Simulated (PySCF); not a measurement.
HN2, SMILES [N][NH] (connectivity only; charge and spin as stated), neutral, multiplicity 2.

Coordinates come from a PBE-D3(BJ)/def2-TZVPD optimisation.

Two levels are set side by side: PBE/def2-TZVPD (PySCF) and ωB97X/def2-TZVPD (PySCF). Same geometry, gas phase. Differences are taken from unrounded values.

```tsv
quantity	PBE
α-spin orbital gap (eV)	2.09
β-spin orbital gap (eV)	6.42
dipole moment (D)	1.80
mean polarisability (bohr³)	17.9
```

These are the PBE values. What does ωB97X give? (An estimate is asked for; the answer gives what the named calculation found.)


```json
[
 {"quantity": "α-spin orbital gap (eV)", "ωB97X": "9.89", "PBE minus ωB97X": "-7.80"},
 {"quantity": "β-spin orbital gap (eV)", "ωB97X": "14.23", "PBE minus ωB97X": "-7.81"},
 {"quantity": "dipole moment (D)", "ωB97X": "1.97", "PBE minus ωB97X": "-0.17"},
 {"quantity": "mean polarisability (bohr³)", "ωB97X": "16.7", "PBE minus ωB97X": "1.1"}
]
```

PBE's more diffuse valence density responds more strongly to a field. Differences between two approximate levels are no errors against the true value.

Rough cost on one machine, each run with all the roots and properties that it gave: ωB97X against PBE within a factor of 2.
